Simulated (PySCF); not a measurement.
## Molecular orbitals of PbH⁺

PBE0 at R = 1.837 Å; PySCF, scalar-relativistic core potentials, basis sets H cc-pVDZ, Pb cc-pVDZ-PP with ECP60. State: ¹Σ⁺ (singlet), closed shell. Only the outer orbitals are listed, counted within each symmetry, core potentials removing the inner ones.

```
orbital  occ.  ε (eV)  on H (%)  main shells (%)
     1δ     2  -31.34         0         100 Pb d
     1δ     2  -31.34         0         100 Pb d
     2π     2  -30.91         0         100 Pb d
     2π     2  -30.91         0         100 Pb d
     3σ     2  -30.88         1          99 Pb d
     4σ     2  -20.82         8   91 Pb s, 8 H s
     5σ     2  -13.57        43  47 Pb p, 43 H s
     3π     0   -9.10         0         100 Pb p
     3π     0   -9.10         0         100 Pb p
     6σ     0   -4.72        39  56 Pb p, 39 H s
```

Which are the highest filled and the lowest empty level, where do they sit, and how wide is the gap?

Highest filled 5σ at -13.57 eV (in %: 47 Pb p, 43 H s); lowest empty 3π at -9.10 eV (in %: 100 Pb p); the gap at PBE0 is 4.47 eV.

| Property | Result |
| --- | --- |
| bond order (Mayer) | 0.98 |
| ⟨S²⟩ | 0.000 |
| charge on H (Mulliken, basis-dependent) | -0.05 |
| charge on H (Löwdin, basis-dependent) | -0.08 |
| dipole moment (positive dipole points towards Pb; it is taken about the centre of mass and depends on that origin) | 0.37 D |
| polarisability along the bond | 38.0 bohr³ |
| polarisability across the bond | 19.0 bohr³ |

Spin–orbit coupling is left out, which matters for elements this heavy, above all for dissociation energies.
